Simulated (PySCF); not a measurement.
GeH5, SMILES [GeH5-], charge -1.

Coordinates come from a B3LYP-D3(BJ)/def2-TZVPD optimisation.

Computed with PySCF with PBE/def2-TZVPD.

Symmetry labels are those of the subgroup C2v that the program uses (full group D3h).

Computed valence orbital energies around the gap with their symmetry:
```json
[
 {"orbital": "HOMO−7", "symmetry": "A1", "energy (eV)": "-23.57"},
 {"orbital": "HOMO−6", "symmetry": "B2", "energy (eV)": "-23.54"},
 {"orbital": "HOMO−5", "symmetry": "A2", "energy (eV)": "-23.54"},
 {"orbital": "HOMO−4", "symmetry": "A1", "energy (eV)": "-7.84"},
 {"orbital": "HOMO−3", "symmetry": "A1", "energy (eV)": "-2.72"},
 {"orbital": "HOMO−2", "symmetry": "B1", "energy (eV)": "-2.72"},
 {"orbital": "HOMO−1", "symmetry": "B2", "energy (eV)": "-2.03"},
 {"orbital": "HOMO", "symmetry": "A1", "energy (eV)": "1.18"},
 {"orbital": "LUMO", "symmetry": "A1", "energy (eV)": "3.65"},
 {"orbital": "LUMO+1", "symmetry": "B1", "energy (eV)": "5.14"},
 {"orbital": "LUMO+2", "symmetry": "A1", "energy (eV)": "5.14"},
 {"orbital": "LUMO+3", "symmetry": "A2", "energy (eV)": "6.08"}
]
```
